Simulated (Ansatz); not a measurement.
Geometry optimisation, RHF/def2-SVP (Ansatz).

input.yaml

```yaml
crystal:
  periodic: [false, false, false]
  atoms:
    - { symbol: B, position_ang: [-2.3019, 0.7135, -0.5574] }
    - { symbol: Si, position_ang: [-1.4106, -0.9052, -0.9035] }
    - { symbol: Si, position_ang: [-2.81512, -2.54973, -0.4997] }
    - { symbol: Si, position_ang: [-3.49997, -2.51487, 1.69794] }
    - { symbol: S, position_ang: [-4.85671, -4.05306, 2.05107] }
    - { symbol: H, position_ang: [-2.7746, 1.0044, 0.5073] }
    - { symbol: H, position_ang: [-2.4499, 1.5516, -1.4329] }
    - { symbol: H, position_ang: [-0.24996, -1.05034, 0.01754] }
    - { symbol: H, position_ang: [-1.0321, -0.95898, -2.3112] }
    - { symbol: H, position_ang: [-2.18534, -3.87033, -0.73687] }
    - { symbol: H, position_ang: [-4.02178, -2.45013, -1.37997] }
    - { symbol: H, position_ang: [-2.336, -2.61122, 2.53113] }
    - { symbol: H, position_ang: [-4.12595, -1.11069, 1.87706] }
    - { symbol: H, position_ang: [-5.78587, -3.55926, 1.04929] }
basis:
  gaussian: { orbitals: def2-SVP }
hamiltonian:
  xc: hf
relax:
  f_tol: 0.015
  max_steps: 40
```

Command:

```bash
$ ansatz run input.yaml --threads 2 --pin off --max-ram 3072MiB --backend cpu --events-out ev --progress --plain --runs-dir out
```

**Question.** Where does it end, and by what steps?

**Answer.** The run converged. After 11 steps the energy has fallen by 0.904 eV; H6 moved furthest, 0.62 Å.

```tsv
step	energy less start (eV)	largest force component (eV/Å)	accepted
0	0.0000	3.184	yes
1	-0.7879	0.961	yes
2	-0.8568	0.484	yes
3	-0.8890	0.116	yes
4	-0.8979	0.036	yes
5	-0.9022	0.061	yes
6	-0.8988	0.351	no
7	-0.8988	0.155	no
8	-0.9032	0.021	yes
9	-0.9034	0.119	yes
10	-0.8970	0.379	no
11	-0.9044	0.009	yes
```

```xyz
14
Properties=species:S:1:pos:R:3
B -2.250 0.969 -0.709
Si -1.295 -0.815 -0.930
Si -2.866 -2.563 -0.513
Si -3.578 -2.586 1.747
S -5.008 -4.171 2.118
H -2.381 1.464 0.375
H -2.744 1.535 -1.644
H -0.187 -0.975 0.048
H -0.742 -1.004 -2.296
H -2.259 -3.877 -0.840
H -4.066 -2.375 -1.373
H -2.449 -2.876 2.657
H -4.145 -1.263 2.106
H -5.876 -3.827 1.163
```

The run took 32 s on 2 threads of Arm Neoverse V1, on a shared host, peak memory 0.31 GiB.
